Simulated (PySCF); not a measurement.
Static response to an electric field

C5H8O3.
Cartesian coordinates in Å at the GFN2-xTB level; atoms count from 1:
```xyz
16
C5H8O3 angstrom
C     -1.614    1.484    0.238
C     -0.820    0.419    0.170
C     -1.314   -0.994   -0.004
O     -2.710   -1.121    0.031
C      0.650    0.621    0.266
O      1.183    1.686    0.450
O      1.330   -0.526    0.117
C      2.745   -0.424    0.192
H     -1.191    2.465    0.365
H     -2.684    1.406    0.151
H     -1.003   -1.366   -0.985
H     -0.841   -1.633    0.757
H     -3.030   -0.791    0.878
H      3.138   -1.379   -0.147
H      3.055   -0.226    1.220
H      3.100    0.390   -0.444
```

Level: CAM-B3LYP/def2-SVPD (PySCF), static field, nuclei fixed, core orbitals frozen in the response. The polarisability tensor in these axes (au):

```
x   88.23 -7.34 -0.27
y   -7.34 76.71  2.63
z   -0.27  2.63 52.65
```

**Question.** Give the principal values, the mean and the anisotropy Δα = √{½[(α1 − α2)² + (α2 − α3)² + (α1 − α3)²]}.

**Answer.** Principal values 52.36, 73.39 and 91.85 au; mean 72.53 au = 10.75 Å³ = 11.96 × 10⁻⁴⁰ C²·m²/J; Δα = 34.23 au (47 % of the mean).

**Question.** What is the dipole moment, and where does it point?

**Answer.** (0.66, -1.10, 0.84) D, 1.53 D in size, pointing from the negative to the positive side. Measured along this direction, the outermost atoms are H9 and H10 at the negative end and H14 and H15 at the positive end.

**Question.** Find the Langevin capture rate constant for NH4+ (18.034 u) meeting this molecule (116.047 u), k = 2.342 × 10⁻⁹ cm³/s × √(α in Å³ / reduced mass in u).

**Answer.** The reduced mass is 15.61 u, so k = 1.94 × 10⁻⁹ cm³/s. The formula leaves out the permanent dipole, which adds to the capture rate.

**Question.** What are the principal values of the traceless quadrupole moment, Θ = ½Σq(3rr − r²1), about the centre of nuclear charge?

**Answer.** -16.61, 1.81, 14.79 D·Å. The values depend on the origin, since the dipole doesn't vanish. The electronic extent ⟨r²⟩ about the same centre is 1137 bohr², a root-mean-square distance of 2.27 Å for the 62 electrons.

**Question.** Sum over states: ᾱ = Σ f/ω², ω in Eh. What share falls to these 8 lowest TDDFT singlets (eV, f)? 5.14, 0.0002; 6.10, 0.1878; 6.58, 0.0617; 7.11, 0.0137; 7.19, 0.1180; 7.55, 0.0064; 7.65, 0.0203; 7.97, 0.0495.

**Answer.** They add up to 7.61 au, 10.5 % of the 72.53 au; the largest single term is 3.74 au, from the state at 6.10 eV. Terms in order: 0.01, 3.74, 1.05, 0.20, 1.69, 0.08, 0.26, 0.58 au. Higher excitations give the rest. The strengths listed sum to 0.458.

**Question.** In a dilute gas of rigid molecules at 273 K, how does the orientational term μ²/3kT compare with the electronic polarisability?

**Answer.** In Gaussian units μ²/3kT = 20.73 Å³ against 10.75 Å³, a ratio of 1.93; the Debye molar polarisation (4π/3)N_A(α + μ²/3kT) is 79.4 cm³/mol, leaving out the vibrational part.

The structure is a single GFN2-xTB conformer in the gas phase; no vibrational or solvent corrections.
